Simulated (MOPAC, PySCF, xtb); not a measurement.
Noncovalent pair: CH3F (SMILES CF) (first 5 atoms) with CH2O (SMILES C=O); geometry from B3LYP-D3(BJ)/def2-TZVP, rigid monomers moved along the line of their centres of mass till F2···C6 is 2.49 Å.
(charge 0, multiplicity 1):
```xyz
9

C     -0.54142    -0.18691    -0.15051
F     -0.44071     1.03880     0.51342
H     -0.57961    -0.98034     0.59482
H     -1.45220    -0.17877    -0.74913
H      0.33354    -0.30306    -0.79001
C     -0.39426     0.47874     2.94088
O     -0.47685    -0.71791     2.87976
H     -1.28783     1.12649     3.00440
H      0.58023     1.00073     2.94116
```

Interaction energies are E(AB) − E(A) − E(B) at the monomers' geometry in the complex; basis-set methods are counterpoise corrected. Rows marked so take none.

Rows in 3-21G, 6-31G* carry no dispersion term and start afresh at each structure (6-31G* with six Cartesian d functions). The state reached by PM3 isn't checked.

Run with MOPAC for PM3 (differences of heats of formation); PySCF for 3-21G rows, 6-31G* rows; xtb for the GFN methods. Each number belongs to the level named beside it.

**Question.** One of these levels gives -6.7 kJ/mol for the interaction energy. Which one is it?
A. GFN2-xTB
B. HF/6-31G* (no counterpoise)
C. PM3
D. HF/3-21G (no counterpoise)

**Answer.** B, HF/6-31G* (no counterpoise). The others give 12.1 (PM3), -11.3 (GFN2-xTB), -22.8 (HF/3-21G (no counterpoise))
